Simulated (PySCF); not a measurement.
F3In (SMILES [F][In]([F])[F]), singlet, geometry from GFN2-xTB (such geometries of metal compounds can be far from the true shape) (core potentials on In); WB97X-V/def2-SVPD in PySCF.

Input for PySCF:
```python
from pyscf import gto, scf, dft

mol = gto.Mole()
mol.atom = '''
    In    0.00000000    0.00000000    0.00000000
    F    -1.67769182   -1.02031088    0.03026648
    F     0.01519865    1.84496979   -0.67264826
    F     1.66249317   -0.82465891    0.64238177
'''
mol.basis = 'def2-svpd'
mol.ecp = {'In': 'def2-svpd'}
mol.verbose = 4
mol.build()

mf = dft.RKS(mol)
mf.xc = 'wb97x_v'
mf.grids.atom_grid = (99, 590)
mf.grids.prune = None
mf.kernel()
```

Task: What does PySCF print? Leave out banner, timings and long lists.

Result: 
```
PySCF version 2.14.0

[INPUT] verbose = 4
[INPUT] num. atoms = 4
[INPUT] num. electrons = 48
[INPUT] charge = 0
[INPUT] spin (= nelec alpha-beta = 2S) = 0
[INPUT] symmetry False subgroup None
[INPUT] Mole.unit = angstrom
[INPUT] Symbol           X                Y                Z      unit          X                Y                Z       unit  Magmom
[INPUT]  1 In     0.000000000000   0.000000000000   0.000000000000 AA    0.000000000000   0.000000000000   0.000000000000 Bohr   0.0
[INPUT]  2 F     -1.677691820000  -1.020310880000   0.030266480000 AA   -3.170378061223  -1.928108125114   0.057195357955 Bohr   0.0
[INPUT]  3 F      0.015198650000   1.844969790000  -0.672648260000 AA    0.028721285963   3.486487611196  -1.271120989565 Bohr   0.0
[INPUT]  4 F      1.662493170000  -0.824658910000   0.642381770000 AA    3.141656775260  -1.558379486082   1.213925612713 Bohr   0.0

nuclear repulsion = 190.589993906174
number of shells = 39
number of NR pGTOs = 166
number of NR cGTOs = 101
basis = def2-svpd
ecp = {'In': 'def2-svpd'}

******** <class 'pyscf.dft.rks.RKS'> ********
method = RKS
initial guess = minao
damping factor = 0
level_shift factor = 0
DIIS = <class 'pyscf.scf.diis.CDIIS'>
diis_start_cycle = 1
diis_space = 8
diis_damp = 0
SCF conv_tol = 1e-09
SCF conv_tol_grad = None
SCF max_cycles = 50
direct_scf = True
direct_scf_tol = 1e-13
XC library pyscf.dft.libxc version 7.1.2
    S. Lehtola, C. Steigemann, M. J. T. Oliveira, and M. A. L. Marques,  SoftwareX 7, 1–5 (2018)
XC functionals = wb97x_v
    N. Mardirossian and M. Head-Gordon,  Phys. Chem. Chem. Phys. 16, 9904–9924 (2014)
radial grids:
    Treutler-Ahlrichs [JCP 102, 346 (1995); DOI:10.1063/1.469408] (M4) radial grids

becke partition: Becke, JCP 88, 2547 (1988); DOI:10.1063/1.454033
pruning grids: None
grids dens level: 3
symmetrized grids: False
atomic radii adjust function: <function treutler_atomic_radii_adjust>
User specified grid scheme (99, 590)
** Following is NLC and NLC Grids **
NLC functional = wb97x_v
radial grids:
    Treutler-Ahlrichs [JCP 102, 346 (1995); DOI:10.1063/1.469408] (M4) radial grids

becke partition: Becke, JCP 88, 2547 (1988); DOI:10.1063/1.454033
pruning grids: <function nwchem_prune>
grids dens level: 3
symmetrized grids: False
atomic radii adjust function: <function treutler_atomic_radii_adjust>
small_rho_cutoff = 0
Set gradient conv threshold to 3.16228e-05
Initial guess from minao.
tot grids = 233640
tot grids = 64664
init E= -467.670112301829
  HOMO = -0.913228032429295  LUMO = -0.71476693673517  gap/eV = 5.40040
cycle= 1 E= -489.023445899324  delta_E= -21.4  |g|= 1.44  |ddm|= 12.1
  HOMO = -0.412670747680154  LUMO = 0.00249886406765398  gap/eV = 11.29734
cycle= 2 E= -489.338535932693  delta_E= -0.315  |g|= 0.67  |ddm|= 3.17
  HOMO = -0.506494515607721  LUMO = -0.0642992802939268  gap/eV = 12.03275
cycle= 3 E= -489.396401947955  delta_E= -0.0579  |g|= 0.0349  |ddm|= 0.72
  HOMO = -0.505715851187267  LUMO = -0.0639896949736674  gap/eV = 12.01998
cycle= 4 E= -489.397240457339  delta_E= -0.000839  |g|= 0.0258  |ddm|= 0.0906
  HOMO = -0.510099617171146  LUMO = -0.0655361731613162  gap/eV = 12.09719
cycle= 5 E= -489.397388494683  delta_E= -0.000148  |g|= 0.00885  |ddm|= 0.0297
  HOMO = -0.509988984517409  LUMO = -0.066225240531292  gap/eV = 12.07543
cycle= 6 E= -489.397424909356  delta_E= -3.64e-05  |g|= 0.000989  |ddm|= 0.0186
  HOMO = -0.509895698876346  LUMO = -0.0660932932447444  gap/eV = 12.07648
cycle= 7 E= -489.397425548055  delta_E= -6.39e-07  |g|= 0.000215  |ddm|= 0.00266
  HOMO = -0.509884996146985  LUMO = -0.0660998262607571  gap/eV = 12.07601
cycle= 8 E= -489.397425589392  delta_E= -4.13e-08  |g|= 4.41e-05  |ddm|= 0.00058
  HOMO = -0.509891350995804  LUMO = -0.0661063455792892  gap/eV = 12.07601
cycle= 9 E= -489.397425590517  delta_E= -1.12e-09  |g|= 7.97e-06  |ddm|= 0.000104
  HOMO = -0.509892767699567  LUMO = -0.0661069075877165  gap/eV = 12.07603
cycle= 10 E= -489.397425590538  delta_E= -2.14e-11  |g|= 6.88e-07  |ddm|= 1.95e-05
  HOMO = -0.509892754560235  LUMO = -0.0661069059953476  gap/eV = 12.07603
Extra cycle  E= -489.397425590539  delta_E= -1.14e-12  |g|= 6.04e-07  |ddm|= 1.29e-06
converged SCF energy = -489.397425590539
```
